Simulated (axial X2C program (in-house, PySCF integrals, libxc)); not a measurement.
CoS⁺: cheaper levels and CCSD(T), two-component

All values were computed with an in-house all-electron X2C program for linear molecules (integrals from PySCF). Two-component (2c) means X2C with spin–orbit coupling and atomic mean-field two-electron Coulomb and Gaunt terms. Basis: Co dyall-cv3z [9s10p6d3f2g], S dyall-av3z [9s8p3d2f] (cores contracted in-house); Gaussian nuclei, density fitting, unrestricted open shells. Masses: Co 58.933 u, S 31.972 u.

State: Ω = 4 (⟨Sz⟩ = 2.00, ⟨Lz⟩ = 2.00 at HF); fragments Co+ + S.

```csv
level,Re (Å),ωe (cm⁻¹)
PBE0,2.027,455.5
HF,2.195,425.3
MP2,2.084,439.1
CCSD,2.051,443.7
B3LYP,2.040,443.7
```

Correlated methods: 14 electrons correlated (number of frozen shells: Co 3 s, 2 p; S 2 s, 1 p), 250 virtual spin orbitals or spinors in MP2, 90 natural virtuals in coupled cluster.

CCSD(T), same Hamiltonian and basis:

Re = 2.034 Å, ωe = 447.4 cm⁻¹; T1 = 0.064 (Lee–Taylor normalisation).

**Question.** Give the differences from CCSD(T) in the columns below.

**Answer.** 

```csv
level,ΔRe (Å),Δωe (cm⁻¹)
PBE0,-0.007,8
HF,0.161,-22
MP2,0.050,-8
CCSD,0.017,-4
B3LYP,0.006,-4
```

One determinant describes the state; a PBE0 search over occupations chose it and may have missed a lower one. De is not given where an atomic determinant may have missed its ground term or J level, or where the truncated virtual space spoils (T). Density functionals use the spin component along the axis (collinear). CCSD and (T) use frozen natural virtuals with an MP2 correction for the truncation; (T) itself is uncorrected, so its De runs slightly low. PBE0 can misorder states that lie within some tenths of an eV, so this need not be the ground state of the molecule. The nearest other 2c determinant of the search, Ω = 3, lies 0.72 eV up at the distance of the search. Without a current term, density functionals place determinants with orbital angular momentum somewhat too high. With several unpaired electrons one determinant need not be a pure state. Open-shell Ω = 0 determinants with evenly filled partner blocks cannot be reached by this program, so the Ω shown need not be the lowest component. Some points did not converge and are left out. The T1 diagnostic is large, a sign of multireference character. The stretched end of a curve changes character and is left out.
